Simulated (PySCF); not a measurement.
3,3-dimethyl-1-butanol, C₆H₁₄O.
Geometry (PBE0-D3(BJ)/def2-SVP, Å), atoms numbered from 1 in this order:
```
atom  x, y, z in Å
C1    -1.8258   -0.5812    1.4996
C2    -1.0855   -0.0851    0.2548
C3    -1.5781    1.3249   -0.0857
C4    -1.3880   -1.0300   -0.9121
C5     0.4211   -0.0786    0.5705
C6     1.3638    0.3790   -0.5319
O7     2.7112    0.2820   -0.1483
H8    -1.5045   -1.5985    1.7740
H9    -2.9138   -0.6054    1.3284
H10   -1.6356    0.0756    2.3635
H11   -1.3347    2.0364    0.7198
H12   -1.1329    1.7046   -1.0178
H13   -2.6717    1.3323   -0.2178
H14   -1.0094   -2.0447   -0.7098
H15   -0.9353   -0.6820   -1.8530
H16   -2.4742   -1.1049   -1.0795
H17    0.5854    0.5663    1.4551
H18    0.7329   -1.0934    0.8725
H19    1.1095    1.4078   -0.8558
H20    1.2552   -0.2632   -1.4194
H21    2.8302    0.8166    0.6435
```

Linear response at CAM-B3LYP/def2-SVPD (PySCF, frozen core in the response, non-relativistic).

Static isotropic polarisability: 79.51 au (11.78 Å³), principal values 75.6, 77.0, 85.9 au.

Question: What is the polarisability at 1064 nm and at the sodium D line?

Answer: 80.02 au at 1064 nm (+0.6 %), 81.19 au at 589.3 nm (+2.1 %). The rise at 589.3 nm is 3.33 times that at 1064 nm; a pure ω² law gives 3.26. The lowest singlet lies at 178 nm, shorter than both wavelengths.

Question: What is the isotropic C6 coefficient between two such molecules, C6 = (3/π)∫α(iω)² dω?

Answer: 2878 au (Eh·bohr⁶) by a ten-point quadrature over imaginary frequencies, which is 1720 eV·Å⁶ or 166 J·nm⁶/mol.

Question: Which effective excitation energy ω̄ makes London's formula C6 = (3/4)α²ω̄ exact here?

Answer: ω̄ = 4·C6/(3α²) = 0.607 Eh = 16.5 eV. A one-pole form α(ω) = α/(1 − ω²/ω̄²) fitted to the 1064 nm value gives 14.7 eV.

Question: What three-body coefficient follows from the one-pole estimate C9 = (3/4)·α·C6?

Answer: 172000 au. This is an estimate from the two numbers above, not a computed integral.

Question: How many electrons N does the Slater–Kirkwood formula C6 = (3/4)·√N·α^(3/2) need to give this C6?

Answer: N = (4·C6/3)²/α³ = 29.3; the species has 58 electrons in all.

Question: How anisotropic is the static polarisability, by Δα² = ½[(α1 − α2)² + (α2 − α3)² + (α3 − α1)²]?

Answer: Δα = 9.6 au, or 0.12 of the isotropic value.

Question: What molar refraction at the D line follows from R = (4π/3)·N_A·α′, with α′ the polarisability volume?

Answer: α′ = 12.03 Å³ gives R = 30.35 cm³/mol, for isolated, non-vibrating species.

Question: What does −C6/R⁶ come to at R = 12 Å between centres?

Answer: -56 J/mol. This is the leading, orientation-averaged term; C8 and higher terms are left out.

One conformer stands for the species.
